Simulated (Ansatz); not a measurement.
Consider the hydrogenolysis of the Si–O bond: `CN(C)[SiH](O)O` + H₂ → `CN(C)[SiH2]O` + H₂O.

Computed with Ansatz on PBE0-D4/def2-TZVP structures; ΔE is electronic, products minus reactants. CCSD(T)/CBS adds triple-zeta CCSD(T) − MP2 to the extrapolated MP2 energy (def2 sets, frozen cores). This one scheme is used for every species. DFT in def2-TZVPP. B3LYP here is the variant with VWN-RPA as its local correlation; programs differ in this. One conformer a species, not always the lowest.

CCSD(T)/CBS gives +96.7 kJ/mol.

Problem. Another level gave +103.8 kJ/mol. Which?
A. SCS-MP2/def2-TZVPP
B. B3LYP/def2-TZVPP
C. PBE/def2-TZVPP
D. r2SCAN/def2-TZVPP

Solution. D. r2SCAN 103.8, SCS-MP2/def2-TZVPP 98.4, PBE 87.2, B3LYP 91.6 kJ/mol.

Largest T1 diagnostic among the species: 0.011.

The D4 term adds +6.9 kJ/mol with B3LYP and +3.7 kJ/mol with PBE0; it sums over pairs of atoms, weighted by their polarisabilities, and B3LYP, whose exchange is more repulsive, gets the larger term. In def2-TZVPP, CCSD(T) changes the Hartree–Fock value by +5.8 kJ/mol (the triples alone add +2.2 kJ/mol) and MP2 by +10.4 kJ/mol.
